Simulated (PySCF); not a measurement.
H3N, SMILES [NH3+], charge +1, multiplicity 2. Geometry optimised at PBE-D3(BJ)/def2-TZVPD.

Give the equilibrium geometry at PBE-D3(BJ)/def2-TZVPD (PySCF confirms it by a frequency run) as bond lengths and angles, and its point group. (The exact figures need the calculation; the answer reports its results.)

point group D3h.
Atoms: N1 H2 H3 H4. Bonded distances (Å): N1–H2 1.033, N1–H3 1.033, N1–H4 1.033. Bond angles (°): H2–N1–H3 120.0, H2–N1–H4 120.0, H3–N1–H4 120.0.
Charge +1, spin multiplicity 2.
